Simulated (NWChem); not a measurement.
Spin states of silene (CH4Si)

```xyz
6

C      0.0000     0.0000    -1.1569
Si     0.0000     0.0000     0.5507
H      0.9266     0.0000    -1.7379
H     -0.9266     0.0000    -1.7379
H     -1.2496     0.0000     1.3539
H      1.2496     0.0000     1.3539
```
Charge 0, spin multiplicity 1.

Program: NWChem. All single points use one geometry, from PBE0/def2-SVP, a minimum by its harmonic frequencies.

Basis set: def2-TZVP. The gap is E(triplet) − E(singlet) at the geometry of the singlet, so a negative value puts the higher spin lower. Open shells are unrestricted, coupled cluster uses restricted open-shell references, and the singlet is the closed-shell solution. The triplet is the single determinant that the SCF runs reached, with unpaired electrons in orbitals of symmetry b2 and b2 (C2v labels); it need not be the lowest triplet, which in molecules with degenerate π orbitals can need several determinants.

```csv
method,vertical singlet-triplet gap (kcal/mol),relative cost,difference from CCSD(T)
B3LYP,62.2,1,-2.4
PBE,62.3,under 3,-2.3
HF,39.6,under 3,-25.0
M06-2X,62.5,under 3,-2.1
TPSS,60.3,under 3,-4.3
B2PLYP,63.8,under 3,-0.7
MP2,66.2,under 3,+1.6
CCSD(T),64.6,8,0.0
CR-CCSD(T),63.8,9,-0.7
```

The values span 26.6 kcal/mol, from HF (lowest) to MP2 (highest). Costs are rough ratios of processor time within this set of runs, SCF included, with B3LYP as 1.

The correlated methods keep 6 core orbitals frozen. B3LYP has NWChem's definition, with VWN1-RPA local correlation. The stability of the SCF solutions was not checked. Open-shell Hartree-Fock references start from PBE0 orbitals; any time given for them includes that run. Differences from the coupled-cluster row are differences between methods, not errors against experiment.
